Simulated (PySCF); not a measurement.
**Orbital energies, ionisation energy and electron affinity**

C3H6B2Cl2O2.
Cartesian coordinates in Å at the PBE0-D3(BJ)/def2-SVP level; atoms count from 1:
```xyz
15
C3H6B2Cl2O2 angstrom
Cl     2.2812   -2.1165    1.5326
B      1.8751   -0.4529    1.1570
Cl     3.1185    0.7581    1.1651
C      0.3848   -0.1160    0.7669
C      0.0327   -0.7316   -0.5915
C     -1.3681   -0.3109   -0.9942
O     -1.5314    1.0881   -0.9236
B     -0.7770    1.8259   -0.0696
O      0.1472    1.2795    0.7657
H     -0.2658   -0.5841    1.5330
H      0.7527   -0.3841   -1.3527
H      0.1077   -1.8282   -0.5447
H     -2.1142   -0.7946   -0.3387
H     -1.5886   -0.6248   -2.0267
H     -0.9309    3.0203   -0.0488
```

Level: CAM-B3LYP/def2-SVPD (PySCF). Frontier orbitals with their largest atomic shares (Löwdin; up to four atoms above 4 %):

| orbital | ε (eV) | main atoms |
| --- | --- | --- |
| HOMO−3 | -10.85 | Cl1 22 %, O7 14 %, O9 10 %, C6 10 % |
| HOMO−2 | -10.64 | Cl3 56 %, Cl1 27 %, O9 6 % |
| HOMO−1 | -10.28 | O7 31 %, O9 24 %, C5 10 %, C6 9 % |
| HOMO | -9.90 | ? |
| LUMO | -0.50 | B2 44 %, Cl3 20 %, Cl1 17 %, C4 9 % |
| LUMO+1 | 0.56 | B2 39 %, Cl1 14 %, Cl3 11 %, B8 10 % |
| LUMO+2 | 1.17 | B8 20 %, Cl1 13 %, O7 10 %, H13 10 % |

Q: What vertical ionisation energy does ΔSCF give, and how far is −ε(HOMO) from it?

A: ΔSCF: 10.63 eV (1025 kJ/mol; threshold wavelength 117 nm); ⟨S²⟩ of the doublet left behind is 0.757, against 0.75 for a pure doublet. −ε(HOMO) is 9.90 eV, 0.73 eV below it. For the exact functional −ε(HOMO) would equal the first vertical ionisation energy; CAM-B3LYP (range-separated hybrid) falls short of its own ΔSCF value by 7 %.

Q: On which atoms does the HOMO lie?

A: O9 (boron-bound oxygen) 26 %, O7 (boron-bound oxygen) 20 %, C4 (sp3 carbon bound to oxygen) 14 %, B2 (three-coordinate boron) 8 %, so no atom holds as much as 40 %. The HOMO−1 lies 0.38 eV lower.

Q: And the vertical electron affinity, the fundamental gap, Mulliken's electronegativity and the hardness (with the factor ½)?

A: EA = -0.08 eV by ΔSCF (−ε(LUMO) = 0.50 eV); a negative value means that the added electron isn't bound at this geometry and level, and the number then depends on the basis. IE − EA = 10.71 eV against an orbital gap of 9.40 eV; (IE + EA)/2 = 5.28 eV; (IE − EA)/2 = 5.36 eV. Parr's electrophilicity index (IE + EA)²/[8(IE − EA)] is 1.30 eV.

Q: With α = 92.0 au, estimate the like-pair dispersion coefficient by London's formula C6 = (3/4)α²I.

A: I = 0.3905 Eh, so C6 ≈ 2480 au, a rough estimate.

Q: The lowest singlet excitation (vertical TDDFT, same level) lies at 5.80 eV. How far is it below IE − EA?

A: IE − EA = 10.71 eV, so by 4.91 eV.

Q: Shift the occupied levels rigidly so that −ε(HOMO) equals the ΔSCF value. What binding energies result?

A: The shift is +0.73 eV: HOMO 10.63, HOMO−1 11.01, HOMO−2 11.37, HOMO−3 11.58 eV. A rigid shift is only a rough guide to the deeper ionisations.

The structure is a single PBE0-D3(BJ)/def2-SVP conformer in the gas phase; no vibrational or solvent corrections.
